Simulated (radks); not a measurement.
Neutral potassium inside a hard spherical wall (all orbitals vanish at R), configuration held at [Ar] 4s1 and not refilled when levels cross. Method: scalar-relativistic Kohn-Sham, LDA (Slater exchange, Perdew-Wang correlation), spin-polarised, spherical densities, point nucleus; open shells are filled with parallel spins first; computed with a radial shooting solver on a logarithmic mesh with Libxc functionals. Eigenvalues in eV for spin up, with the zero of energy where the potential of the charges vanishes at infinity; a dash marks a level that is unbound or too diffuse for the functional's potential to be trusted. A positive occupied level is held by the wall or, in an anion where self-interaction has pushed it up, behind a barrier. The pressure on the wall is -dE/dV.

| R (bohr) | E (hartree) | kinetic (hartree) | e(2p) | e(3s) | e(3p) | e(4s) | e(4p, empty) | e(5s, empty) | pressure (GPa) |
|---|---|---|---|---|---|---|---|---|---|
| free | -600.56402 | 603.759 | -279.95 | -35.127 | -18.798 | -2.627 | -0.965 | -0.069 | 0 |
| 12 | -600.56320 | 603.766 | -279.86 | -35.043 | -18.715 | -2.564 | -0.773 | 1.561 | 0.0106 |
| 10 | -600.56013 | 603.785 | -279.67 | -34.854 | -18.530 | -2.393 | -0.407 | 3.245 | 0.0695 |
| 8 | -600.54652 | 603.845 | -279.17 | -34.378 | -18.067 | -1.805 | 0.649 | 7.232 | 0.477 |
| 7 | -600.52701 | 603.916 | -278.71 | -33.951 | -17.655 | -1.076 | 1.830 | 11.244 | 1.34 |
| 6 | -600.48390 | 604.058 | -278.00 | -33.313 | -17.043 | 0.394 | 4.035 | 18.229 | 4.14 |
| 5 | -600.37908 | 604.392 | -276.74 | -32.262 | -16.034 | 3.651 | 8.537 | 31.447 | 15.4 |
| 3 | -598.80216 | 609.775 | -263.51 | -23.228 | -6.554 | 39.077 | 49.507 | 133.28 | 676 |
| 2.5 | -596.64658 | 616.735 | -250.09 | -13.958 | 3.708 | 75.381 | 87.551 | 218.87 | 2540 |
| 2 | -590.57179 | 634.300 | -222.95 | 8.343 | 28.156 | 157.75 | 169.84 | 395.70 | 11900 |
| 1.5 | -570.18178 | 685.135 | -166.15 | 75.957 | 98.572 | 376.23 | 377.80 | 826.55 | 77500 |
